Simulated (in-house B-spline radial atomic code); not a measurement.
The numbers below are computed, except where a source is named.
Building a PAW s channel for Sr, r_c = 3.01 bohr

Sr, [Kr] 5s2, non-relativistic LDA (VWN5), spherical and spin-unpolarised, from a B-spline radial code for spherical atoms (atomic units; all potentials screened as in the neutral atom).

Two all-electron partial waves φ1, φ2 are integrated outwards at E1 = ε(5s) = -0.131793 and E2 = E1 + 1.5 hartree; φ1 is the bound orbital and φ2 has unit norm inside r_c = 3.0094 bohr. Smooth partners are polynomials, r^1(a0 + a1 r² + a2 r⁴ + a3 r⁶), matched to φ and three derivatives at r_c, with no condition on the norm. The local potential is -2.80666 + (0.687972) r² + (-0.0712491) r⁴ + (0.00270879) r⁶ inside 2.5694 bohr and the all-electron one outside.

| wave | φ(r_c) | φ'(r_c) | a0 | a1 | a2 | a3 |
| --- | --- | --- | --- | --- | --- | --- |
| 1 | 0.4936087 | 0.1467547 | -0.06628802 | 0.06716879 | -0.006304226 | 0.0001872178 |
| 2 | 0.205163 | 1.920641 | -1.410839 | 0.1782285 | 0.003443902 | -0.0005621899 |

Inside r_c the overlaps are <φi φj> = [[0.18449, -0.30598], [-0.30598, 1.00000]] and, for the smooth waves, [[0.16241, -0.34433], [-0.34433, 3.30708]]. With χj = (Ej − T − V_local) applied to smooth wave j, the program's quadrature gives the matrix B_ij = <smooth i, χj> as [[0.05283, -0.51622], [-0.45869, 7.71619]].

Problem. Check the match of the first wave, and find the augmentation charges q_ij.

Solution. At r_c the four terms are -0.19949, 1.83066, -1.55608, 0.41851, which sum to 0.4936, φ1(r_c) to rounding. q_ij is the all-electron overlap less the smooth one: [[0.02208, 0.03835], [0.03835, -2.30708]]. The smooth first wave has a norm of 0.1624 inside r_c against 0.1845, and q11 > 0 puts back the missing charge.

Problem. B isn't symmetric. Show that D_ij = B_ij + Ej q_ij is.

Solution. Integrating by parts gives B12 − B21 = (E1 − E2) q12: -0.51622 − (-0.45869) = -0.05753, and −1.5 × (0.03835) = -0.05753. So D12 = -0.51622 + (1.368207)(0.03835) = -0.46374 and D21 = -0.45869 + (-0.131793)(0.03835) = -0.46374; D11 = 0.04992, D22 = 4.55963. The projectors, p = (B⁻¹)ᵀ χ, are dual to the smooth waves; det B = 0.17.

Solving (T + V_local + Σ p D p) ψ = E (1 + Σ p q p) ψ in a sphere of 9 bohr, whose wall lifts the free-atom level a little, gives these levels:

```
all-electron  one projector  two projectors
   -0.127322      -0.507118       -5.155400
    0.143883      -0.127323       -0.127323
    0.551459       0.142403        0.143510
    1.118490       0.534002        0.550029
    1.834700       1.039950        1.117980
```

Problem. What does the second projector gain?

Solution. With one projector a ghost lies below the reference level, so the set fails. With two a ghost lies below the reference level, so the set fails. The lowest eigenvalue of the overlap operator is 1 with one and 0.0336 with two projectors. The smooth orbital alone needs a cutoff of 1.92 hartree for 1 millihartree of kinetic energy, against 3.28 for a norm-conserving Troullier-Martins orbital of the same radius, which is no gain while the set fails. The first smooth wave changes sign inside r_c, since a0 and φ(r_c) differ in sign; such a node invites a ghost below the level.
